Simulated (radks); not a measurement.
Values are calculated unless marked as measured or tabulated.
Q: Te+, 51 electrons, occupied as [Kr] 4d9 5s2 5p4 (not the ground configuration). Code: a radial shooting solver on a logarithmic mesh with Libxc functionals. Model: Dirac Kohn-Sham, PBE, spin-unpolarised, spherical densities, point nucleus; open shells are shared between the two j in proportion to 2j + 1. Some entries of the table are withheld. Estimate them.

orbital,occ.,eigenvalue (eV),<r> (bohr),<r^2> (bohr^2)
1s1/2,2,-31625.09,(1),0.001048
2s1/2,2,(2),0.1194,0.01688
2p1/2,2,-4558.194,0.1008,0.01250
2p3/2,4,-4283.716,0.1064,0.01379
3s1/2,2,-982.5187,0.3218,0.1185
3p1/2,2,-856.8465,0.3122,0.1133
3p3/2,4,-805.6633,0.3236,0.1215
3d3/2,4,-584.1515,0.2946,0.1029
3d5/2,6,-573.4457,0.2982,0.1053
4s1/2,2,-180.9980,0.7609,0.6541
4p1/2,2,-137.5876,0.7959,0.7218
4p3/2,4,-127.7109,0.8235,0.7727
4d3/2,3.6,(3),0.9433,1.041
4d5/2,5.4,(4),0.9545,1.066
5s1/2,2,-25.6234,1.962,4.342
5p1/2,1.33333,-15.8790,2.301,6.030
5p3/2,2.66667,-14.8131,2.393,6.522

A: 
(1) 1s1/2 <r> (bohr): 0.02781
(2) 2s1/2 eigenvalue (eV): -4864.023
(3) 4d3/2 eigenvalue (eV): -58.0970
(4) 4d5/2 eigenvalue (eV): -56.5620
